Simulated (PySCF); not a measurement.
Ti²⁺ (titanium, charge +2) across methods

[Ar] 3d2, high-spin 3F determinant. All numbers are calculated (PySCF 2.14, the spin-free X2C one-electron Hamiltonian (Gaussian nucleus), in an uncontracted even-tempered set (21 s from 0.054 bohr⁻², ratio 2.5; 14 p from 0.071 bohr⁻², ratio 2.5; 11 d from 0.071 bohr⁻², ratio 2.5; 6 f from 0.27 bohr⁻², ratio 2.7; 5 g from 0.4 bohr⁻², ratio 2.7)).

| method | E (hartree) | mean ε 3p α (eV) | mean ε 3p β (eV) | mean ε 3d α (eV) | Σ⟨r²⟩ (bohr²) | ⟨S²⟩ |
| --- | --- | --- | --- | --- | --- | --- |
| r2SCAN | -852.938 | -56.365 | -54.277 | -21.205 | 16.48 | 2.001 |
| UHF | -852.07795 | -66.933 | -62.467 | -27.921 | 16.35 | 2.003 |
| PBE0 | -852.781 | -58.506 | -56.146 | -22.765 | 16.50 | 2.001 |
| LDA | -850.860 | -55.417 | -53.692 | -20.807 | 16.65 | 2.000 |
| PBE | -852.740 | -55.356 | -53.594 | -20.857 | 16.63 | 2.000 |
